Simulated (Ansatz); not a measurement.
`N[C](=O)[SnH3]` and `C[C](=O)[SnH3]` differ in one atom or group.

Ansatz, PBE0-D4/def2-TZVP geometries, multiplicity 1. Each molecule was computed in one conformer, which needn't be the lowest.

Elements past krypton have def2 core potentials.

```json
{"property": "LUMO energy (PBE0/def2-TZVPP) / eV", "`N[C](=O)[SnH3]`": "-0.10"}
{"property": "LUMO energy (ωB97M-V/def2-TZVPP) / eV", "`N[C](=O)[SnH3]`": "1.46"}
{"property": "HOMO–LUMO gap (PBE/def2-TZVPP) / eV", "`N[C](=O)[SnH3]`": "4.46"}
{"property": "HOMO–LUMO gap (ωB97M-V/def2-TZVPP) / eV", "`N[C](=O)[SnH3]`": "10.57"}
{"property": "LUMO energy (B3LYP/def2-TZVPP) / eV", "`N[C](=O)[SnH3]`": "-0.35"}
{"property": "HOMO–LUMO gap (B3LYP/def2-TZVPP) / eV", "`N[C](=O)[SnH3]`": "6.33"}
```

Q: Give the same properties after the change, and the shifts. (Best estimate.)

A: The calculation gave: 
```
                               property  `C[C](=O)[SnH3]`  shift
     LUMO energy (PBE0/def2-TZVPP) / eV             -1.05  -0.95
  LUMO energy (ωB97M-V/def2-TZVPP) / eV              1.19  -0.27
    HOMO–LUMO gap (PBE/def2-TZVPP) / eV              3.21  -1.25
HOMO–LUMO gap (ωB97M-V/def2-TZVPP) / eV             10.04  -0.53
    LUMO energy (B3LYP/def2-TZVPP) / eV             -1.31  -0.96
  HOMO–LUMO gap (B3LYP/def2-TZVPP) / eV              5.19  -1.14
```

With PBE0 the HOMO rises by 0.20 eV and the LUMO falls by 0.95 eV, so the gap narrows by about 1.15 eV. PBE moves the HOMO by 0.14 eV and ωB97M-V by 0.24 eV.

B3LYP here is the variant with VWN-RPA as its local correlation; programs differ in this.
